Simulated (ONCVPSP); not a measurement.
## Transferability test, ONCV potential for Ta

```json
{"Element": "Ta", "Generator": "ONCVPSP 4.0.1", "Type": "optimised norm-conserving Vanderbilt (ONCV)", "Functional": "LDA (Perdew-Wang 92)", "Relativity": "scalar-relativistic", "Frozen core": "[Kr] 4d10 4f14", "Valence charge": "13", "Reference configuration": "5s2 5p6 5d3 6s2", "Partial waves": "5s+6s: rc 1.55 bohr, ncon 5, nbas 8, qcut 6.9 1/bohr, 2 projectors; 5p: rc 2.05 bohr, ncon 4, nbas 8, qcut 8.1 1/bohr, 2 projectors, debl 0.3 Ha; 5d: rc 2.10 bohr, ncon 5, nbas 9, qcut 5.3 1/bohr, 1 projector", "Local potential": "polynomial inside 1.30 bohr (lpopt 4, dvloc0 3 Ha)", "Core correction": "polynomial model core, fcfact 0.65"}
```

In the p channel the program set the typed energies aside and used -1.454, 0.250 Ha.

Energies are relative to the spin-unpolarised reference configuration 5s2 5p6 5d3 6s2; without spin polarisation the order of configurations can differ from experiment.

Q: Give the all-electron excitation energy and the error of the potential for: 5s2 5p6 5d3 6s1; 5s2 5p6 5d3 6s0; 5s2 5p6 5d2 6s0; 5s2 5p6 5d3 6s0 6p1.

A:

| valence configuration | charge | ΔE all-electron (eV) | error AE − PS (meV) |
| --- | --- | --- | --- |
| 5s2 5p6 5d3 6s1 | +1 | 8.694 | -3.3 |
| 5s2 5p6 5d3 6s0 | +2 | 23.995 | -11 |
| 5s2 5p6 5d2 6s0 | +3 | 47.922 | -39 |
| 5s2 5p6 5d3 6s0 6p1 | +1 | 13.879 | -5.0 |
